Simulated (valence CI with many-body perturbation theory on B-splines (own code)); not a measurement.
**Mo10+: electric-dipole lines**

Calculated by valence CI with perturbative core correlation (CI+MBPT): four valence electrons over a frozen Dirac-Fock core [Ar] 3d10, radial functions for each j: 11 s, 11 p, 9 d, 7 f, 5 g, 2 h, 1 i, with the one-electron correlation potential Σ1, the two-electron term Σ2, the three-electron term Σ3, Breit, model QED; selected CI, second order for the rest, scaled by the run's own slope (own B-spline code, finite nucleus).

No measured levels were compared; by estimate levels hold to about 250 cm⁻¹ or 0.2 % of their energy and the worst to 1 %, as in measured heavy ions of charge 2 to 7; those with d or f electrons hold less well.

Lines 1 to 50 of 237 in falling wavelength, among levels below 702680 cm⁻¹, chosen from the strongest by gf and those to the six lowest levels. Wavelengths and rates use the calculated energies, so an error of 600 cm⁻¹ moves a line at 68.42 nm by 0.41 % and its rate by three times that or more. Electric multipoles are in the length gauge, E1 and E2 with the static RPA response of the core. Weak lines are less certain than strong ones. Lines between different terms over intervals too small for the method are left out, as are lines whose strength nearly cancels. The highest levels of a list are the least certain.

Names give the largest LS component (configuration and term), which can be under half, so a name can repeat, a term be missing and a line seem to break the LS rules; names also repeat where a configuration has a term twice. Letters in brackets count levels of one name in rising energy.

```csv
λ vac (nm),Upper,Lower,A (s⁻¹),S (a.u.)
68.42,4s4p³ ⁵S°_2,4s²4p² ¹D_2,4.44e+06,3.51e-03
60.49,4s4p³ ³D°_1,4s²4p² ¹S_0,1.26e+07,4.14e-03
57.54,4s4p³ ⁵S°_2,4s²4p² ³P_2,5.03e+07,2.37e-02
56.82,4p⁴ ¹D_2,4s4p³ ¹P°_1,8.82e+08,3.99e-01
56.68,4s4p²4d ³F_4 [a],4s²4p4d ³D°_3,2.17e+08,1.75e-01
56.49,4p⁴ ³P_2,4s4p³ ³S°_1,1.01e+09,4.51e-01
54.55,4s4p³ ⁵S°_2,4s²4p² ³P_1,5.23e+07,2.10e-02
53.80,4s4p²4d ¹G_4,4s²4p4d ¹F°_3,7.36e+08,5.09e-01
52.12,4p⁴ ³P_2,4s4p³ ¹D°_2,4.56e+08,1.59e-01
51.15,4s4p³ ³D°_1,4s²4p² ¹D_2,1.14e+08,2.26e-02
50.89,4s4p³ ³D°_2,4s²4p² ¹D_2,2.75e+07,8.94e-03
50.60,4p⁴ ³P_0,4s4p³ ³S°_1,2.89e+09,1.85e-01
50.11,4p⁴ ³P_1,4s4p³ ³S°_1,1.63e+09,3.03e-01
49.63,4s4p³ ³P°_1,4s²4p² ¹S_0,9.95e+07,1.80e-02
49.14,4s4p³ ³D°_3,4s²4p² ¹D_2,5.22e+08,2.14e-01
46.03,4s4p²4d ³F_3 [a],4s²4p4d ³F°_3,5.14e+08,1.73e-01
45.38,4s4p²4d ³F_2 [a],4s²4p4d ³F°_2,6.16e+08,1.42e-01
45.18,4p⁴ ¹D_2,4s4p³ ¹D°_2,5.57e+09,1.27e+00
44.93,4p⁴ ³P_2,4s4p³ ³P°_2,1.19e+09,2.66e-01
44.82,4s4p³ ³D°_1,4s²4p² ³P_2,9.63e+07,1.28e-02
44.61,4s4p³ ³D°_2,4s²4p² ³P_2,4.31e+06,9.43e-04
43.66,4p⁴ ¹S_0,4s4p³ ¹P°_1,9.87e+09,4.05e-01
43.26,4s4p³ ³D°_3,4s²4p² ³P_2,1.60e+09,4.48e-01
43.17,4s4p³ ³P°_1,4s²4p² ¹D_2,6.54e+07,7.79e-03
43.02,4s4p²4d ³F_3 [b],4s²4p4d ³D°_3,5.74e+08,1.58e-01
42.98,4s4p³ ³D°_1,4s²4p² ³P_1,1.69e+08,1.98e-02
42.79,4s4p³ ³D°_2,4s²4p² ³P_1,2.60e+09,5.03e-01
42.62,4s4p³ ³P°_2,4s²4p² ¹D_2,7.81e+06,1.49e-03
42.27,4s4p²4d ³D_2 [b],4s²4p4d ³P°_1,7.14e+08,1.33e-01
41.38,4s4p²4d ³G_5,4s²4p4d ³F°_4,3.04e+09,1.17e+00
41.14,4s4p²4d ³D_3 [a],4s²4p4d ³P°_2,1.45e+09,3.48e-01
40.82,4s4p²4d ³F_2 [c],4s²4p4d ³P°_1,1.01e+09,1.69e-01
40.79,4p⁴ ³P_1,4s4p³ ³P°_2,3.41e+09,3.42e-01
40.76,4s4p²4d ³F_4 [b],4s²4p4d ³D°_3,6.74e+08,2.03e-01
40.70,4s4p²4d ³D_3 [c],4s²4p4d ³D°_2,1.99e+09,4.63e-01
40.63,4p⁴ ³P_0,4s4p³ ³P°_1,4.66e+09,1.54e-01
40.10,4s4p²4d ³D_3 [b],4s²4p4d ³P°_2,2.01e+09,4.47e-01
40.00,4s4p³ ³S°_1,4s²4p² ¹S_0,6.94e+08,6.58e-02
39.96,4s4p³ ³D°_1,4s²4p² ³P_0,3.17e+09,2.99e-01
39.90,4s4p²4d ³D_1 [b],4s²4p4d ³D°_1,1.39e+09,1.31e-01
39.73,4s4p²4d ³S_1 [a],4s²4p4d ³P°_1,1.52e+09,1.41e-01
39.58,4s4p²4d ³G_4,4s²4p4d ³F°_3,3.41e+09,9.39e-01
39.49,4s4p²4d ³F_3 [c],4s²4p4d ¹D°_2,2.77e+09,5.90e-01
39.42,4p⁴ ³P_2,4s4p³ ³D°_3,6.87e+09,1.04e+00
39.31,4s4p²4d ¹G_4,4s²4p4d ³F°_4,9.99e+08,2.70e-01
38.71,4s4p²4d ³P_0 [b],4s²4p4d ³D°_1,4.18e+09,1.20e-01
38.67,4s4p²4d ³G_3,4s²4p4d ³F°_2,3.72e+09,7.43e-01
38.57,4s4p³ ³P°_1,4s²4p² ³P_2,6.04e+08,5.13e-02
38.36,4p⁴ ³P_2,4s4p³ ³D°_2,2.84e+09,3.96e-01
38.13,4s4p³ ³P°_2,4s²4p² ³P_2,6.00e+09,8.21e-01
```
